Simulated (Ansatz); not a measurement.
All values below come from frozen-core CCSD(T)/def2-TZVPP // r2SCAN-D4/def2-TZVP (Ansatz, an electronic-structure program).

Ansatz 0.2 input:
```yaml
crystal:
  periodic: [false, false, false]
  atoms:
    - { symbol: I, position_ang: [2.117828, -0.076738, 0.004057] }
    - { symbol: B, position_ang: [0.000116, -0.000251, -0.00106] }
    - { symbol: I, position_ang: [-1.126062, -1.795301, -0.006017] }
    - { symbol: I, position_ang: [-0.991882, 1.872289, 0.003019] }
basis:
  gaussian: { orbitals: def2-TZVPP }
correlation:
  method: ccsd_t
```

Output:

```
Functional definition: HF
1642 factors; integrals over basis functions are off by at most 9.5e-4 eV
mean field evaluation 1: about -24890.1024 eV, gradient 1.7e1 eV
mean field evaluation 2: about -24890.1447 eV, gradient 1.7e1 eV
mean field evaluation 4: about -24891.4192 eV, gradient 3.0e0 eV
mean field evaluation 8: about -24891.4686 eV, gradient 5.1e-4 eV
mean field evaluation 16: about -24891.3650 eV, gradient 3.0e0 eV
mean field -24891.46856551 eV, -914.7445977392 hartree, gradient 1.6e-6 eV, S^2 0.000000; 0 other end points of the search recorded, 0 dependent functions left out
13 core orbitals not correlated
reference -24891.46856551 eV, -914.7445977392 hartree; 27, 27 occupied and 141, 141 virtual orbitals, 1642 factors
second order -43.38801059 eV of doubles, -0.00000000 eV of singles
cycle   1  -39.69578858 eV  change     3.7e0 eV  update   1.4e-1
cycle   2  -40.72505009 eV  change    -1.0e0 eV  update   4.3e-2
cycle   3  -40.89562696 eV  change   -1.7e-1 eV  update   2.1e-2
cycle   4  -40.83513601 eV  change    6.0e-2 eV  update   7.0e-3
cycle   5  -40.82924283 eV  change    5.9e-3 eV  update   3.6e-3
cycle   6  -40.83365714 eV  change   -4.4e-3 eV  update   8.9e-4
cycle   7  -40.83284243 eV  change    8.1e-4 eV  update   2.6e-4
cycle   8  -40.83262457 eV  change    2.2e-4 eV  update   5.3e-5
cycle   9  -40.83269579 eV  change   -7.1e-5 eV  update   2.1e-5
cycle  10  -40.83270556 eV  change   -9.8e-6 eV  update   5.3e-6
perturbative correction -1.08741018 eV, -0.0399615872 hartree
Total energy: -24933.38868125 eV, -916.2851335782 hartree
```

Cost: roughly 7 core-minutes.
